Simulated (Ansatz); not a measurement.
`C[CH](C)[GeH3]` + `[CH3][AlH][SH]` → `[CH3][AlH][S][GeH3]` + propane at 400 K and 1 bar (ligand exchange at a Ge–C bond).

Gas-phase electronic energies from Ansatz, PBE0-D4/def2-TZVP geometries. CCSD(T)/CBS adds triple-zeta CCSD(T) − MP2 to the extrapolated MP2 energy (def2 sets, frozen cores). This one scheme is used for every species. For Ge outer-core shells are correlated without core-valence functions, which leaves a few kJ/mol of doubt a bond. Scalar relativity is left out up to krypton. Each species was taken in one conformer, which may not be the lowest.

```
              species  CCSD(T)/CBS energy (Eh)  H − E (kJ/mol)  S (J/(mol·K))
     `C[CH](C)[GeH3]`              -2196.28589           339.3          376.3
     `[CH3][AlH][SH]`               -680.89694           163.7          347.3
`[CH3][AlH][S][GeH3]`              -2758.22792           217.7          429.9
                `CCC`               -118.98051           294.1          291.8
```

H − E and S are ideal-gas, rigid-rotor, harmonic terms from PBE0-D4/def2-TZVP, for one conformer and one mirror image of each species. 1 Eh = 2625.50 kJ/mol, R = 8.31446 J/(mol·K).

Task: By hand: ΔE, ΔH, ΔS and ΔG.

Result: ΔE = (-2758.22792) + (-118.98051) − (-2196.28589) − (-680.89694) = -0.02560 Eh = -67.2 kJ/mol. Δ(H − E) = 217.7 + 294.1 − 339.3 − 163.7 = 8.8, so ΔH = -58.4 kJ/mol. ΔS = 429.9 + 291.8 − 376.3 − 347.3 = -1.9 J/(mol·K). ΔG = -58.4 − 400 × (-1.9)/1000 = -57.6 kJ/mol.

Task: By hand: the equilibrium constant, and the temperature at which ΔG would vanish if ΔH and ΔS stayed fixed.

Result: log₁₀ K = −ΔG/(RT ln 10) = 7.5. ΔG = 0 at ΔH/ΔS = 30737 K, far beyond where these terms or the molecules hold.

The number of gas molecules stays the same, so ΔS is small and ΔH decides. A doubt of 5 kJ/mol in ΔE shifts log₁₀ K by 0.7 here. Other conformers and mirror images would add mixing entropy, several J/(mol·K) or more a flexible species. Modes under 60 cm⁻¹, often nearly free rotors, make the harmonic entropy too high. These are equilibria of isolated gas molecules and say nothing of rates. Largest T1 diagnostic: 0.011 (customary marks: 0.02 for closed shells, 0.045 for open ones).
